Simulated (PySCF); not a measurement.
## Energy of S²⁺ (sulfur, charge +2) between two integer charges

The 3p alpha orbital of [Ne] 3s2 3p2 is emptied in steps (occupation f), with all orbitals relaxed, ending at [Ne] 3s2 3p1. All numbers are calculated (PySCF 2.14, the non-relativistic Hamiltonian (point nucleus), in def2-TZVP (5s5p2d1f, 37 functions)). The exact energy is a straight line in f; departures are measured from the line between the end points of the same method.

Among UHF, LDA, PBE, PBE0, r2SCAN, LC-wPBE, BHandHLYP, wB97X, BLYP, MN15, which shows the largest delocalisation error (convex curve), and which is closest to linear?

Most convex: LDA (-1.450 eV at f = 0.4); closest to linear: UHF (0.130 eV).

```
  f  UHF (eV)  LDA (eV)  PBE (eV)  PBE0 (eV)  r2SCAN (eV)  LC-wPBE (eV)  BHandHLYP (eV)  wB97X (eV)  BLYP (eV)  MN15 (eV)
  1     0.000     0.000     0.000      0.000        0.000         0.000           0.000       0.000      0.000      0.000
0.8     0.089    -0.965    -0.941     -0.686       -0.882        -0.216          -0.443      -0.271     -0.952     -0.596
0.6     0.132    -1.450    -1.409     -1.025       -1.310        -0.318          -0.662      -0.399     -1.427     -0.887
0.4     0.130    -1.450    -1.403     -1.019       -1.294        -0.311          -0.659      -0.390     -1.423     -0.878
0.2     0.086    -0.965    -0.930     -0.674       -0.846        -0.201          -0.436      -0.254     -0.944     -0.576
  0     0.000     0.000     0.000      0.000        0.000         0.000           0.000       0.000      0.000      0.000
```

```
   method  E(f=0) − E(f=1) (eV)  −ε at f=1 (eV)  −ε at f=0.4 (eV)
      UHF                34.153          34.716            34.037
      LDA                34.881          28.858            36.093
      PBE                34.839          28.953            36.043
     PBE0                34.877          30.576            35.762
   r2SCAN                35.025          29.480            36.201
  LC-wPBE                35.023          33.656            35.324
BHandHLYP                34.706          31.933            35.273
    wB97X                34.738          33.027            35.113
     BLYP                34.648          28.695            35.861
     MN15                34.963          31.225            35.750
```

Reference removal energy between the ground levels: 34.86 ± 0.04 eV (semi-empirical (NIST evaluation); NIST Atomic Spectra Database, ionization energies). The calculation has no spin-orbit coupling. UHF lacks correlation.
